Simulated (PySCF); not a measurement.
Compound: C6H4NO2 (doublet state).
Structure used (GFN2-xTB), in Å, numbered top down from 1:
```
atom  x, y, z in Å
C1     3.0052    0.9278    0.0009
C2     1.8009    0.4770   -0.0261
C3     0.5689   -0.0353   -0.0516
C4     0.1345   -1.3907   -0.2151
N5    -1.1803   -1.4279   -0.1731
C6    -1.5925   -0.1793    0.0063
C7    -2.9747    0.2174    0.1103
O8    -3.3768    1.3481    0.2738
O9    -0.5691    0.7062    0.0859
H10    3.5695    1.0110    0.9199
H11    3.5193    1.2561   -0.8923
H12    0.7434   -2.2603   -0.3507
H13   -3.6526   -0.6495    0.0225
```

The hyperfine couplings belong to this conformer and change with its torsions.

As a line formula: `c1nc(oc1[C]=C)C=O` [radical].

Level of theory: UKS B3LYP, pcH-1 on C H N O, non-relativistic, mean-field spin-orbit, GIAO in PySCF 2.14.0. The structure is a single GFN2-xTB conformer in the gas phase; no vibrational or solvent corrections. Couplings are sensitive to structure, and on GFN2-xTB geometries they can be far from those on DFT ones. Stability of the SCF solution: not tested. ⟨S²⟩ is 0.779 where a pure state has 0.75.

The isotropic 13C couplings are +42.7, -41.1, -35.4, +34.0, +30.7, -17.3 MHz. Assign them to C1; C2; C3; C4; C6; C7.

```json
{"site": "C1", "a_iso (MHz)": "-35.4", "ρ(0) (bohr⁻³)": "-0.0315", "position": "1 bond from C2", "distance from C2 (Å)": "1.29", "spin population": "-0.09", "largest |T| (MHz)": "8.6"}
{"site": "C2", "a_iso (MHz)": "+42.7", "ρ(0) (bohr⁻³)": "+0.0379", "position": "largest spin population", "distance from C2 (Å)": "0.00", "spin population": "+0.52", "largest |T| (MHz)": "80.8"}
{"site": "C3", "a_iso (MHz)": "-41.1", "ρ(0) (bohr⁻³)": "-0.0365", "position": "1 bond from C2", "distance from C2 (Å)": "1.33", "spin population": "-0.17", "largest |T| (MHz)": "22.2"}
{"site": "C4", "a_iso (MHz)": "+34.0", "ρ(0) (bohr⁻³)": "+0.0302", "position": "a main spin site", "distance from C2 (Å)": "2.51", "spin population": "+0.32", "largest |T| (MHz)": "53.3"}
{"site": "C6", "a_iso (MHz)": "+30.7", "ρ(0) (bohr⁻³)": "+0.0273", "position": "2 bonds from C4", "distance from C2 (Å)": "3.46", "spin population": "+0.31", "largest |T| (MHz)": "56.0"}
{"site": "C7", "a_iso (MHz)": "-17.3", "ρ(0) (bohr⁻³)": "-0.0154", "position": "3 bonds from C4", "distance from C2 (Å)": "4.78", "spin population": "-0.03", "largest |T| (MHz)": "3.5"}
```

The isotropic 1H couplings, averaged over equivalent nuclei, are +97.9, -23.1, -3.0 MHz. Assign them to H10/H11; H12; H13.

```csv
site,a_iso (MHz),ρ(0) (bohr⁻³),position,distance from C2 (Å),bound to,spin population there,largest |T| (MHz)
H10/H11,+97.9,+0.0219,2 bonds from C2,2.08,C1,-0.09,4.6
H12,-23.1,-0.0052,1 bond from C4,2.95,C4,+0.32,13.0
H13,-3.0,-0.0007,4 bonds from C4,5.57,C7,-0.03,4.3
```

ρ(0) is the spin density at the nucleus and T the dipolar tensor; entries for several nuclei are means. The Mulliken spin populations are largest on C2 (+0.52), C4 (+0.32), C6 (+0.31) and C3 (-0.17). Four atoms exceed +0.15. The positive populations add up to 1.44 and the negative ones to -0.44, together 2S = 1. Main spin sites, with 60 % or more of the largest population: C2, C4; positions count bonds from the nearest.

Nuclei that the bonding pattern makes equivalent are averaged, as if the motion that swaps them (rotation, inversion, ring flip) were fast.

The SMILES `C=[C]c1cnc(C=O)o1` draws the unpaired electron on C2, whose computed spin population is only +0.52.
